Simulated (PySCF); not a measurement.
**Electron correlation in Ar (argon, neutral)**

[Ar], closed-shell 1S. Calculation: PySCF 2.14, in cc-pVTZ-DK (5s4p2d1f, 34 functions); the spin-free X2C one-electron Hamiltonian (Gaussian nucleus). Frozen: [Ne]; 8 electrons correlated.

MP2 pair energies summed by pair of shells (mhartree):

```tsv
pair	energy	share (%)
3p-3p	-150.89	73.2
3s-3p	-46.30	22.5
3s-3s	-8.92	4.3
```

Total MP2 correlation energy: -206.10 mhartree.

Same-spin part -51.95 and opposite-spin part -154.16 mhartree; SCS-MP2 scales them by 1/3 and 6/5 to -202.30 mhartree.

```csv
level,correlation energy (mhartree)
CCSD,-223.58
(T),-6.47
CCSD(T),-230.05
```

Diagnostics: T1 = 0.0021, D1 = 0.0034, largest double amplitude 0.049.

Cost of the coupled-cluster step: 0.18 s of wall time on 1 thread of Neoverse-N1 (shared host), for 8 correlated electrons.

Iterations:

```
CC2 = 0
CCSD nocc = 4, nmo = 29
frozen orbitals [0, 1, 2, 3, 4]
max_cycle = 100
direct = 0
conv_tol = 1e-08
conv_tol_normt = 1e-06
diis_space = 8
diis_start_cycle = 0
Init t2, MP2 energy = -528.827525790014  E_corr(MP2) -0.206102494972822
Init E_corr(CCSD) = -0.206102494973965
cycle = 1  E_corr(CCSD) = -0.220181725062761  dE = -0.0140792301  norm(t1,t2) = 0.020718
cycle = 2  E_corr(CCSD) = -0.222855907003829  dE = -0.00267418194  norm(t1,t2) = 0.00518531
cycle = 3  E_corr(CCSD) = -0.223598868439558  dE = -0.000742961436  norm(t1,t2) = 0.00151144
cycle = 4  E_corr(CCSD) = -0.223579066635621  dE = 1.98018039e-05  norm(t1,t2) = 0.000136217
cycle = 5  E_corr(CCSD) = -0.223576141752513  dE = 2.92488311e-06  norm(t1,t2) = 1.40291e-05
cycle = 6  E_corr(CCSD) = -0.223576656473665  dE = -5.14721152e-07  norm(t1,t2) = 3.46319e-06
cycle = 7  E_corr(CCSD) = -0.223576664492913  dE = -8.01924846e-09  norm(t1,t2) = 7.10196e-07
CCSD converged
E(CCSD) = -528.8449999595338  E_corr = -0.2235766644929132
CCSD(T) correction = -0.0064700549350022
```
